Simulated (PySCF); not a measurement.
Molecule (SMILES): [OH][Al]([F])[F].
Geometry (B3LYP-D3(BJ)/def2-TZVP, fixed):
```xyz
5

Al    -0.0065     0.0132    -0.0079
F     -1.3902    -0.8427    -0.2376
F      0.0720     1.5441    -0.5861
O      1.3237    -0.6222     0.7943
H      1.3595    -1.5063     1.1617
```
Charge 0, spin multiplicity 1.

Basis-set convergence of the mean static polarisability at PBE with PySCF. All functions are spherical. Density fitting with generated auxiliary sets. In sets without p functions on hydrogen, species with hydrogen take exact integrals. Species with rotatable bonds are taken in one conformer. No added dispersion term, no relativity. Reference: the value in aug-pcseg-2, 28.18 bohr³, itself unsure by roughly 0.1 % (its distance from aug-cc-pV(T+d)Z). Deviations are taken from unrounded values.

```csv
basis,functions,mean static polarisability (bohr³)
6-31G*,62,20.83
6-31+G*,78,24.09
def2-SVP,65,19.97
def2-SVPD,101,27.71
pcseg-1,65,20.27
aug-pcseg-1,105,27.71
cc-pV(D+d)Z,70,21.14
aug-cc-pV(D+d)Z,110,27.52
6-311G**,86,20.59
6-311+G**,102,24.02
def2-TZVP,136,24.59
def2-TZVPD,172,28.22
pcseg-2,138,23.55
aug-pcseg-2,211,28.18
cc-pV(T+d)Z,143,24.27
aug-cc-pV(T+d)Z,216,28.14
def2-TZVPP,149,24.89
def2-TZVPPD,185,28.27
def2-QZVPP,271,26.92
def2-QZVPPD,307,28.20
```

What the diffuse functions change, pair by pair:
- 6-31G* to 6-31+G*: 16 more functions, deviation -26.1 to -14.5 %
- def2-SVP to def2-SVPD: 36 more functions, deviation -29.1 to -1.7 %
- pcseg-1 to aug-pcseg-1: 40 more functions, deviation -28.1 to -1.7 %
- cc-pV(D+d)Z to aug-cc-pV(D+d)Z: 40 more functions, deviation -25.0 to -2.4 %
- 6-311G** to 6-311+G**: 16 more functions, deviation -26.9 to -14.8 %
- def2-TZVP to def2-TZVPD: 36 more functions, deviation -12.7 to 0.1 %
- pcseg-2 to aug-pcseg-2: 73 more functions, deviation -16.4 to 0.0 %
- cc-pV(T+d)Z to aug-cc-pV(T+d)Z: 73 more functions, deviation -13.9 to -0.1 %
- def2-TZVPP to def2-TZVPPD: 36 more functions, deviation -11.7 to 0.3 %
- def2-QZVPP to def2-QZVPPD: 36 more functions, deviation -4.5 to 0.1 %

Leaving out the reference's own pair, they bring the value nearer the reference by more than 0.1 % in 9 of 9 pairs.
